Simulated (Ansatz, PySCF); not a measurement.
System: CsI, net charge 0, singlet state. 
Structure (B3LYP-D3(BJ)/def2-TZVP (Ansatz, a program for electronic structure) minimum search):
SMILES: [I][Cs]
```xyz
2

Cs     0.0000     0.0000    -1.6572
I      0.0000     0.0000     1.7197
```
Charge 0, spin multiplicity 1.

Total electronic energies in hartree. Valence correlation only, unless marked. Spin-orbit coupling is left out. Frozen are the shells of the preceding noble gas and the d and f shells that filled before the atom's block. The outer core of K, Ca and their heavier congeners is not correlated, a term that matters for these elements. In def2 rows, elements after Kr have scalar-relativistic effective core potentials. Basis-set limits of correlation are two-point, X^-3; Hartree-Fock from the larger set. The bracket is a focal-point correction in the basis named.

```tsv
level	program	energy (Eh)
HF/def2-QZVPP	Ansatz	-316.61733
HF/def2-QZVPPD	Ansatz	-316.61737
TPSS-D3(BJ)/def2-TZVPD	PySCF + dftd3	-317.84980
M06-L/def2-TZVPD	PySCF	…
r2SCAN-D4/def2-TZVPD	Ansatz + dftd4	-318.07933
B3LYP/def2-TZVPD	Ansatz	-318.05481
PBE0/def2-SVP	Ansatz	-317.95337
BHLYP-D4/def2-TZVPD	Ansatz + dftd4	-317.85058
TPSSh-D3(BJ)/def2-TZVPD	PySCF + dftd3	-317.86848
r2SCANh-D4/def2-TZVPD	Ansatz + dftd4	-318.06290
r2SCANh/def2-TZVPD	Ansatz	-318.06270
r2SCAN0-D4/def2-TZVPD	Ansatz + dftd4	-318.03846
HSE06-D4/def2-TZVPD	Ansatz + dftd4	-317.96239
LC-wPBE-D3(BJ)/def2-TZVPD	Ansatz + dftd3	-318.01515
LC-wPBE/def2-TZVPD	Ansatz	-318.01361
CCSD/CBS(def2-TZVPP,def2-QZVPP)	Ansatz	-316.8134
CCSD(T)/def2-SVPD	Ansatz	-316.72907
CCSD(T)/def2-TZVPP	Ansatz	-316.77899
CCSD(T)/def2-QZVPPD	Ansatz	-316.80539
CCSDT(Q)/def2-SVP	Ansatz	-316.71654
RI-MP2/CBS(def2-TZVPPD,def2-QZVPPD)+[CCSD(T)-MP2]/def2-TZVPPD	Ansatz	-316.8191
RI-MP2/CBS(def2-TZVPPD,def2-QZVPPD)+[CCSD(T)-MP2]/def2-QZVPPD	Ansatz	-316.8210
CCSD(T)/CBS(def2-TZVPPD,def2-QZVPPD)	Ansatz	-316.8224
```

Q: Some entries are withheld; supply them.

A: 
- M06-L/def2-TZVPD, energy (Eh): -318.11465
